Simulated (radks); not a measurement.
Q: These are the eigenvalues of the occupied orbitals of an atom or ion with whole-number occupations (eV). All-electron calculation, scalar-relativistic Kohn-Sham, PBEsol, spin-polarised, spherical densities, point nucleus. Program: a radial shooting solver on a logarithmic mesh with Libxc functionals.

orbital  eigenvalue
1s down   -73917.11
1s up     -73917.10
2s up     -12925.78
2s down   -12925.55
2p up     -11263.48
2p down   -11263.29
3s up     -3055.836
3s down   -3055.749
3p up     -2567.867
3p down   -2567.772
3d up     -2022.927
3d down   -2022.765
4s up     -693.9505
4s down   -693.7351
4p up     -533.8960
4p down   -533.6899
4d up     -335.3277
4d down   -335.0813
5s up     -153.8238
5s down   -151.9678
4f up     -114.5943
4f down   -114.1685
5p up     -112.2735
5p down   -109.9149
5d up      -63.5124

Which element is it, and in what charge state? The configuration may be excited. Open shells, if any, are filled with parallel spins first.

A: Z = 76, osmium, charge +5: Os5+ in [Xe] 4f14 5d3. The list shows which subshells hold electrons but not how many an open one holds; the 1s level, -2716.4 hartree, gives Z - s = 73.7 by -(Z - s)^2/2, which with screening and relativity narrows Z to a few neighbours, and the depths of the outer levels then fix element, charge and occupations together.
